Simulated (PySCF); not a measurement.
# Spin states of KAl

Unrestricted PBE0; K def2-SVPD, Al def2-SVPD; no relativity (PySCF 2.14). Outer shells of the fragments: K 4s1; Al 3s2 3p1.

Followed along the bond (rough minima from three points):

| 2Ms+1 | unpaired | ⟨S²⟩ at the start | R at minimum (Å) | Te (eV) |
| --- | --- | --- | --- | --- |
| 3 | σ ↑, π ↑ | 2.01 | 3.40 | 0.00 |
| 1 | none | 0.00 | 3.67 | 0.12 |
| 1 | σ ↓, π ↑ | 1.01 | 3.45 | 0.17 |
| 3 | π ↑↑ | 2.01 | 3.04 | 0.52 |
| 1 | π ↑↓ | 1.01 | 3.05 | 0.70 |

Solutions found at the starting distance of 3.140 Å, counted from the lowest of them; the search is not exhaustive and high or unbound solutions are not listed, so other states can lie among these:

```json
{"2Ms+1": "3", "unpaired": "σ ↑, π ↑", "term": "³Π", "E (eV)": "0.00", "⟨S²⟩": "2.01", "⟨Lz²⟩": "1.01", "μ (D)": "-6.57"}
{"2Ms+1": "1", "unpaired": "σ ↓, π ↑", "term": "mixed", "E (eV)": "0.18", "⟨S²⟩": "1.01", "⟨Lz²⟩": "1.01", "μ (D)": "-5.97"}
{"2Ms+1": "1", "unpaired": "none", "term": "¹Σ⁺", "E (eV)": "0.30", "⟨S²⟩": "0.00", "⟨Lz²⟩": "0.00", "μ (D)": "-4.30"}
{"2Ms+1": "3", "unpaired": "π ↑↑", "term": "³Σ⁻", "E (eV)": "0.48", "⟨S²⟩": "2.01", "⟨Lz²⟩": "0.00", "μ (D)": "-8.91"}
{"2Ms+1": "1", "unpaired": "π ↑↓", "term": "mixed", "E (eV)": "0.66", "⟨S²⟩": "1.01", "⟨Lz²⟩": "2.03", "μ (D)": "-8.67"}
{"2Ms+1": "3", "unpaired": "σ ↑↑", "term": "³Σ⁺", "E (eV)": "1.06", "⟨S²⟩": "2.01", "⟨Lz²⟩": "0.00", "μ (D)": "4.33"}
{"2Ms+1": "1", "unpaired": "none", "term": "mixed", "E (eV)": "1.26", "⟨S²⟩": "0.00", "⟨Lz²⟩": "2.00", "μ (D)": "-7.33"}
{"2Ms+1": "3", "unpaired": "π ↑↑", "term": "mixed", "E (eV)": "2.38", "⟨S²⟩": "2.01", "⟨Lz²⟩": "2.01", "μ (D)": "2.38"}
```

A term symbol is given only where ⟨S²⟩ and ⟨Lz²⟩ are close to those of a pure state; real π, δ and φ orbitals otherwise mix terms. A positive dipole means K(−)Al(+).

**Question.** Compare the gap between the two lowest followed solutions at the starting distance with the gap between their minima.

**Answer.** At PBE0 the second solution (singlet, closed shell) lies +0.30 eV from the first (triplet, unpaired electrons σ ↑, π ↑) at 3.140 Å and +0.12 eV at the minima; the two curves relax by different amounts, since their minima lie near 3.67 and 3.40 Å.

Counting both spins, an empty level lies below a filled one in some of these solutions, because spin and occupation are held.
